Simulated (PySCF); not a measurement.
Kr⁺ (krypton, charge +1) across methods

[Ar] 3d10 4s2 4p5, 2P determinant. Computed with PySCF 2.14 in dyall-av2z (16s12p8d, 92 functions), with no relativity, point nucleus. The B2PLYP total includes its PT2 part (frozen core); its orbital energies are those of the SCF part.

```tsv
method	E (hartree)	mean ε 4s β (eV)	mean ε 4p α (eV)	mean ε 4p β (eV)	Σ⟨r²⟩ (bohr²)	⟨S²⟩
B2PLYP	-2752.840	-36.853	-23.064	-21.948	32.23	0.753
PBE0	-2752.958	-34.761	-21.664	-20.622	32.10	0.752
LDA	-2749.585	-32.834	-20.139	-19.218	32.14	0.751
BHandHLYP	-2753.268	-36.889	-23.080	-22.020	32.18	0.753
UHF	-2751.53765	-40.194	-25.567	-24.192	32.33	0.756
revPBE	-2753.038	-32.447	-19.985	-19.020	32.12	0.751
r2SCAN	-2753.244	-33.170	-20.556	-19.503	32.07	0.753
PBE	-2752.864	-32.537	-20.021	-19.064	32.15	0.751
CAM-B3LYP	-2753.402	-36.479	-23.059	-22.090	32.20	0.752
```
